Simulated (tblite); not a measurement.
Species: C3H7AsBN.
Atom-mapped SMILES: `[CH3:1][C:2]#[C:3][B:4]([NH2:5])[AsH2:6]` (hydrogens: H7, H8, H9 on C1; H10, H11 on N5; H12, H13 on As6)

Computed with GFN2-xTB (tblite), gas phase: L-BFGS steps from a force-field or distance-geometry start until the largest atomic force falls under 0.01 eV/Å.

The end geometry, which sets the zero of energy:
```
atom  x, y, z in Å
C1      2.9233   -0.3290    0.2308
C2      1.4928   -0.2139    0.0454
C3      0.2987   -0.1280   -0.1096
B4     -1.1927    0.0386   -0.2956
N5     -2.0022   -1.0889   -0.3010
As6    -1.9881    1.8927   -0.6018
H7      3.4450    0.3089   -0.4831
H8      3.1910   -0.0148    1.2401
H9      3.2448   -1.3611    0.0857
H10    -3.0016   -1.0519   -0.4261
H11    -1.6562   -2.0283   -0.1850
H12    -3.2943    1.5503    0.0798
H13    -1.4648    2.4258    0.7028
```

Question: These geometries come from the run, each turned onto the end geometry. Order them by energy, lowest first.
A.
```
atom  x, y, z in Å
C1      3.0314   -0.3987    0.1282
C2      1.5979   -0.2452    0.0105
C3      0.4005   -0.1226   -0.0862
B4     -1.0878    0.1300   -0.1259
N5     -1.9755   -0.9329   -0.0867
As6    -1.8091    2.0684   -0.1266
H7      3.5365    0.2523   -0.5859
H8      3.3418   -0.1114    1.1331
H9      3.3279   -1.4334   -0.0502
H10    -2.9765   -0.8131   -0.0904
H11    -1.7001   -1.9006   -0.0425
H12    -2.9282    1.7494   -1.0965
H13    -2.7629    1.7581    1.0016
```
B.
```
atom  x, y, z in Å
C1      2.9907   -0.4416    0.1659
C2      1.5742   -0.1748    0.0190
C3      0.3886    0.0271   -0.0918
B4     -1.1108    0.2037   -0.2226
N5     -1.8932   -0.9408   -0.1687
As6    -1.9873    2.0426   -0.4642
H7      3.5641    0.1245   -0.5687
H8      3.3218   -0.1554    1.1654
H9      3.1882   -1.5055    0.0224
H10    -2.9006   -0.9357   -0.2300
H11    -1.5118   -1.8662   -0.0482
H12    -3.3805    1.4505   -0.6163
H13    -2.2477    2.1718    1.0202
```
C.
```
atom  x, y, z in Å
C1      2.9460   -0.3898    0.1493
C2      1.5327   -0.2531   -0.0393
C3      0.3499   -0.1327   -0.2340
B4     -1.1448    0.1055   -0.1192
N5     -1.9511   -1.0325   -0.0524
As6    -1.6560    2.0674   -0.0828
H7      3.4685    0.2588   -0.5472
H8      3.2229   -0.1121    1.1586
H9      3.2447   -1.4226   -0.0257
H10    -2.9594   -1.0709    0.1050
H11    -1.5164   -1.9224   -0.2649
H12    -2.8198    1.8826   -1.0766
H13    -2.7216    2.0222    1.0118
```
D.
```
atom  x, y, z in Å
C1      2.8991   -0.3229    0.2523
C2      1.4725   -0.2005    0.0429
C3      0.2807   -0.1128   -0.1281
B4     -1.2122    0.0309   -0.3189
N5     -1.9966   -1.1145   -0.3379
As6    -2.0703    1.8587   -0.6072
H7      3.4371    0.3115   -0.4519
H8      3.1532   -0.0089    1.2653
H9      3.2166   -1.3569    0.1108
H10    -2.9958   -1.1011   -0.4670
H11    -1.6262   -2.0456   -0.2349
H12    -3.2252    1.5628    0.3205
H13    -1.3371    2.4997    0.5366
```
E.
```
atom  x, y, z in Å
C1      2.9322   -0.4164    0.2168
C2      1.5194   -0.1761    0.0166
C3      0.3408    0.0306   -0.1408
B4     -1.1586    0.1605   -0.3074
N5     -1.8909   -1.0174   -0.2624
As6    -2.1046    1.9465   -0.5994
H7      3.5156    0.1618   -0.5002
H8      3.2200   -0.1173    1.2256
H9      3.1567   -1.4769    0.0896
H10    -2.8937   -1.0516   -0.3495
H11    -1.4718   -1.9263   -0.1434
H12    -3.4148    1.4411   -0.0360
H13    -1.7546    2.4420    0.7729
```

Answer: D (0.003 eV), E (0.016 eV), B (0.034 eV), A (0.062 eV), C (0.213 eV).

In the order of the answer:

```
step  E above end (eV)  largest force (eV/Å)  rms force component (eV/Å)  rms distance from end (Å)  rms bond change (Å)  bond most changed (Å)
 126             0.003                  0.03                       0.010                      0.103                0.001         As6–H12 -0.002
 108             0.016                  0.08                       0.023                      0.162                0.001         As6–H13 -0.003
  91             0.034                  0.07                       0.025                      0.365                0.005          B4–As6 +0.011
  37             0.062                  0.10                       0.027                      0.591                0.008          B4–As6 +0.028
  14             0.213                  0.74                       0.233                      0.584                0.014         As6–H12 +0.029
```

What follows is the cost of the whole relaxation. Time: 2.1 s. Hardware: Intel Xeon at 2.50 GHz, one thread, on a shared host.
